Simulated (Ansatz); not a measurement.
Consider the ligand exchange at a Ge–S bond: `[F][Ge][SH]` + HCl → `[F][Ge][Cl]` + H₂S.

Program: Ansatz. Geometries: PBE0-D4/def2-TZVP. ΔE: electronic, gas phase. CBS: MP2 limit from def2 TZ/QZ plus the TZ coupled-cluster correction, frozen cores. This one scheme is used for every species. Functionals use def2-TZVPP. B3LYP here is the variant with VWN-RPA as its local correlation; programs differ in this. For Ge outer-core shells are correlated without core-valence functions, which leaves a few kJ/mol of doubt a bond. Scalar relativity is left out up to krypton. Each species was taken in one conformer, which may not be the lowest.

`[F][Ge][SH]`:

Z-matrix (Å, degrees):
```
Ge
F 1 1.757
S 1 2.235 2 95.2
H 3 1.345 1 92.2 2 -180.0
```

HCl:

```xyz
2

Cl   -0.537   -0.221   -0.268
H     0.537    0.221    0.268
```

`[F][Ge][Cl]`:

```xyz
3

F    -1.077    0.867    0.470
Ge    0.574    0.642   -0.060
Cl    0.503   -1.509   -0.410
```

H₂S:

Z-matrix (Å, degrees):
```
S
H 1 1.341
H 1 1.341 2 92.3
```

Q: Is it downhill or uphill in electronic energy at CCSD(T)/CBS, and by how much? (An estimate is asked.)

A: Ansatz gave: Downhill: ΔE = -6.4 kcal/mol.

Q: What do these levels give: revPBE-D4, BLYP-D4, B3LYP-D4, PBE, SCS-MP2/def2-TZVPP, HF/CBS(def2)? (An estimate is asked.)

A: Ansatz gave: revPBE-D4 -5.8, BLYP-D4 -6.9, B3LYP-D4 -7.1, PBE -6.2, SCS-MP2/def2-TZVPP -6.9, HF/CBS(def2) -9.3 kcal/mol.

Q: What do rigid-rotor, harmonic-oscillator terms from PBE0-D4/def2-TZVP frequencies (298.15 K, 1 bar) make of the CCSD(T)/CBS value? (An estimate is asked.)

A: Computed: ΔZPE = -0.1 kcal/mol, ΔH = -6.5 kcal/mol, ΔS = 12 J/(mol·K), ΔG = -7.4 kcal/mol.

Largest T1 diagnostic among the species: 0.015.

In def2-TZVPP, CCSD(T) changes the Hartree–Fock value by +2.9 kcal/mol (the triples alone add +0.5 kcal/mol) and MP2 by +2.9 kcal/mol. Leaving LDA and LC-ωPBE aside and taking each functional with its dispersion term where it has one, the values, not all of them listed here, spread over 1.9 kcal/mol, from CAM-B3LYP-D4 to revPBE-D4. LDA lies +0.9 kcal/mol from PBE without D4.
